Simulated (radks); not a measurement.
Yb28+, configuration [Kr] 4d6. Calculated with a radial shooting solver on a logarithmic mesh with Libxc functionals: non-relativistic Kohn-Sham, PBE, spin-polarised, spherical densities, point nucleus; open shells are filled with parallel spins first (spin-orbit coupling, left out, can overturn this in heavy ions); relativity is left out, which matters for an element this heavy.

Normalised radial functions P(r) = r R(r), r in bohr:

r,3d down,4s up,4p up
0.002422,0.0002,0.1982,0.0108
0.003104,0.0004,0.2414,0.0173
0.003946,0.0009,0.2880,0.0271
0.005056,0.0017,0.3387,0.0428
0.006428,0.0035,0.3859,0.0658
0.008171,0.0069,0.4241,0.0999
0.01047,0.0137,0.4428,0.1511
0.01331,0.0264,0.4258,0.2203
0.01706,0.0510,0.3536,0.3154
0.02169,0.0944,0.2148,0.4289
0.02779,0.1736,-0.0058,0.5576
0.03533,0.3025,-0.2758,0.6670
0.04527,0.5140,-0.5528,0.7160
0.05755,0.8147,-0.7160,0.6377
0.07316,1.2115,-0.6525,0.3776
0.09375,1.6814,-0.2666,-0.0885
0.1192,2.0957,0.3465,-0.6233
0.1527,2.3289,0.9266,-1.0066
0.1942,2.2327,1.0200,-0.9167
0.2488,1.7797,0.3796,-0.2148
0.3163,1.1496,-0.7052,0.7972
0.4053,0.5553,-1.5961,1.5889
0.5152,0.1972,-1.6824,1.6530
0.655,0.0465,-1.1159,1.1200
0.8394,0.0061,-0.4530,0.4768
1.067,0.0004,-0.1121,0.1264
1.367,0.0000,-0.0136,0.0169

3d down: eigenvalue -2516.4 eV, 0 radial nodes, <r> = 0.196 bohr, 90 % of the charge inside 0.302 bohr. 4s up: eigenvalue -1272.6 eV, 3 radial nodes at r = 0.0276, 0.105, 0.272 bohr, <r> = 0.481 bohr, 90 % of the charge inside 0.680 bohr. 4p up: eigenvalue -1194.6 eV, 2 radial nodes at r = 0.0900, 0.262 bohr, <r> = 0.482 bohr, 90 % of the charge inside 0.687 bohr.
